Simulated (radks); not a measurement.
Q: All-electron atom: In in [Kr] 4d8 5s2 5p3 (not the ground configuration). Method: Dirac Kohn-Sham, BLYP, spin-unpolarised, spherical densities, finite nucleus; open shells fill j = l - 1/2 first; Fermi nuclear charge, rms radius 4.6156 fm; computed with a radial shooting solver on a logarithmic mesh with Libxc functionals.

Spin-orbit splittings of the eigenvalues, e(l+1/2) - e(l-1/2), with zeta = 2 splitting/(2l+1) and mean radii in bohr:

| shell | occ. | splitting (eV) | zeta (eV) | <r> j=l-1/2 | <r> j=l+1/2 |
|---|---|---|---|---|---|
| 2p | 6 | 211.0 | 140.6 | 0.1084 | 0.1137 |
| 3p | 6 | 38.12 | 25.41 | 0.3394 | 0.3505 |
| 3d | 10 | 7.815 | 3.126 | 0.3222 | 0.3257 |
| 4p | 6 | 6.887 | 4.591 | 0.8887 | 0.9173 |
| 4d | 8 | ? | ? | 1.104 | 1.117 |
| 5p | 3 | 0.5263 | 0.3509 | 2.958 | 3.097 |

Estimate the 4d splitting.

A: 0.9652 eV (zeta = 0.3861 eV).
